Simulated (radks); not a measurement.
The mean radii <r> (bohr) of the occupied orbitals of an atom or ion are listed with their occupations. Calculated with a radial shooting solver on a logarithmic mesh with Libxc functionals: scalar-relativistic Kohn-Sham, PBEsol, spin-polarised, spherical densities, finite nucleus; Fermi nuclear charge, rms radius of each element as measured or else 0.836 A^(1/3) + 0.57 fm.

| orbital | occ. | <r> |
|---|---|---|
| 1s up | 1 | 0.03112 |
| 1s down | 1 | 0.03112 |
| 2s up | 1 | 0.1346 |
| 2s down | 1 | 0.1345 |
| 2p up | 3 | 0.1174 |
| 2p down | 3 | 0.1172 |
| 3s up | 1 | 0.3543 |
| 3s down | 1 | 0.3551 |
| 3p up | 3 | 0.3495 |
| 3p down | 3 | 0.3504 |
| 3d up | 5 | 0.3195 |
| 3d down | 2 | 0.3208 |

Name the element and its charge. Open shells, if any, are filled with parallel spins first.

Answer. Z = 47, silver, charge +22: Ag22+ in [Ar] 3d7. The 1s radius gives Z: for a bare nucleus <r> = (2 gamma + 1)/(2Z) with gamma = sqrt(1 - (Z/c)^2), 0.03062 bohr for Z = 47, and screening makes it slightly larger (0.03112 here). The occupations add up to 25, and the charge is Z minus that.
